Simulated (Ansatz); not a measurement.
Reaction (ligand exchange at a B–Se bond): `OB(O)[Se]C(F)(F)F` + `CCS` → `CCSB(O)O` + `FC(F)(F)[SeH]`

Calculated with Ansatz (gas phase, PBE0-D4/def2-TZVP geometries, no zero-point term in ΔE). CCSD(T)/CBS adds triple-zeta CCSD(T) − MP2 to the extrapolated MP2 energy (def2 sets, frozen cores). For Se outer-core shells are correlated without core-valence functions, which leaves a few kJ/mol of doubt a bond. Scalar relativity is left out up to krypton. Each species was taken in one conformer, which may not be the lowest.

```csv
species,HF/def2-TZVPP energy (Eh)
`OB(O)[Se]C(F)(F)F`,-2911.96635
`CCS`,-476.80201
`CCSB(O)O`,-652.01934
`FC(F)(F)[SeH]`,-2736.75143
```

Task: Work out ΔE.

Result: ΔE = (-652.01934) + (-2736.75143) − (-2911.96635) − (-476.80201) = -0.00241 Eh = -6.3 kJ/mol. CCSD(T)/CBS gives -4.5 kJ/mol.

Largest T1 diagnostic among the species: 0.012.
